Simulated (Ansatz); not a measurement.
C28H26F4O3S (relaxed from a model of trityl norbornyl tetrafluoroethanesulfonate, whose bonding it doesn't keep) was relaxed with PBE-D4 (def2-SVP) in Ansatz in these states: charge -1 doublet, neutral singlet. The geometries follow in no particular order.

Single mean-field runs in def2-SVP are fitted with def2-universal-jkfit.

A:

Cartesian coordinates in Å:
```
O -0.666 0.159 -0.292
S 0.679 0.498 -0.879
O 1.137 -0.435 -1.957
O 1.720 0.913 0.110
C 0.309 2.114 -1.813
F 1.474 2.774 -2.057
F -0.452 2.913 -1.003
C -0.438 1.928 -3.165
F 0.484 1.540 -4.102
F -0.869 3.192 -3.562
C -1.598 0.944 -3.156
C -2.802 1.359 -2.256
C -4.010 1.216 -3.205
C -4.205 -0.284 -3.537
C -3.014 -0.590 -4.503
C -2.255 0.755 -4.552
C -3.425 1.762 -4.525
H -1.148 -0.008 -2.812
H -2.852 0.726 -1.351
H -2.696 2.409 -1.919
H -4.928 1.714 -2.833
H -4.183 -0.910 -2.621
H -5.183 -0.461 -4.032
H -2.368 -1.416 -4.144
H -3.380 -0.867 -5.514
H -1.537 0.840 -5.390
H -3.089 2.814 -4.452
H -4.111 1.652 -5.393
C -0.959 -3.503 0.292
C -1.413 -2.958 1.506
C -0.587 -2.114 2.252
C 0.726 -1.795 1.811
C 1.568 -0.861 2.544
C 0.968 0.253 3.280
C 1.517 0.695 4.514
C 0.941 1.756 5.223
C -0.191 2.415 4.713
C -0.733 2.001 3.483
C -0.170 0.937 2.770
C 3.022 -0.998 2.512
C 3.652 -2.272 2.512
C 5.046 -2.390 2.489
C 5.856 -1.242 2.452
C 5.250 0.028 2.431
C 3.858 0.151 2.461
C 1.171 -2.369 0.589
C 0.334 -3.197 -0.162
H -1.621 -4.147 -0.309
H -2.427 -3.189 1.869
H -0.950 -1.684 3.198
H 2.399 0.176 4.921
H 1.378 2.070 6.185
H -0.642 3.255 5.267
H -1.599 2.533 3.056
H -0.555 0.663 1.772
H 3.023 -3.174 2.550
H 5.508 -3.391 2.503
H 6.954 -1.335 2.428
H 5.873 0.934 2.368
H 3.381 1.138 2.384
H 2.146 -2.069 0.184
H 0.683 -3.567 -1.138
```

B:

Cartesian coordinates in Å:
```
O -0.871 -0.705 -0.300
S 0.531 -0.585 0.140
O 1.102 -1.491 1.144
O 0.920 0.984 0.470
C 1.642 -0.634 -1.406
F 2.821 -0.059 -1.104
F 1.027 0.103 -2.360
C 1.878 -2.095 -1.910
F 2.775 -2.656 -1.047
F 2.516 -1.955 -3.121
C 0.641 -2.970 -2.024
C -0.418 -2.485 -3.064
C -0.682 -3.754 -3.902
C -1.382 -4.807 -3.009
C -0.232 -5.295 -2.070
C 0.965 -4.417 -2.500
C 0.744 -4.332 -4.025
H 0.217 -3.012 -1.000
H -1.321 -2.080 -2.569
H -0.003 -1.685 -3.707
H -1.210 -3.547 -4.853
H -2.236 -4.371 -2.453
H -1.784 -5.639 -3.621
H -0.470 -5.181 -0.993
H 0.000 -6.366 -2.241
H 1.947 -4.787 -2.151
H 1.453 -3.654 -4.538
H 0.775 -5.327 -4.516
C -0.781 -0.716 4.774
C -1.712 -0.616 3.730
C -1.465 0.231 2.641
C -0.282 0.996 2.587
C 0.072 1.822 1.348
C -1.127 2.352 0.551
C -2.253 2.875 1.216
C -3.306 3.451 0.491
C -3.248 3.516 -0.909
C -2.126 3.002 -1.576
C -1.071 2.429 -0.852
C 0.975 3.023 1.676
C 0.554 3.953 2.648
C 1.334 5.078 2.941
C 2.548 5.292 2.267
C 2.972 4.369 1.302
C 2.192 3.239 1.005
C 0.655 0.878 3.633
C 0.407 0.031 4.719
H -0.976 -1.383 5.628
H -2.640 -1.207 3.758
H -2.186 0.280 1.814
H -2.318 2.825 2.312
H -4.181 3.849 1.028
H -4.076 3.965 -1.479
H -2.068 3.045 -2.674
H -0.201 2.025 -1.384
H -0.389 3.790 3.190
H 0.992 5.792 3.706
H 3.161 6.176 2.497
H 3.924 4.522 0.771
H 2.535 2.513 0.257
H 1.590 1.454 3.588
H 1.149 -0.051 5.528
```

Q: Judge from the bond lengths which geometry belongs to which state (an estimate).

A: A is the charge -1 doublet (O4–C33 3.016 Å, S2–O4 1.494 Å, C33–C40 1.460 Å); B is the neutral singlet (O4–C33 1.481 Å, S2–O4 1.649 Å, C33–C40 1.537 Å).

The charge -1 doublet has come apart into loosely held pieces.
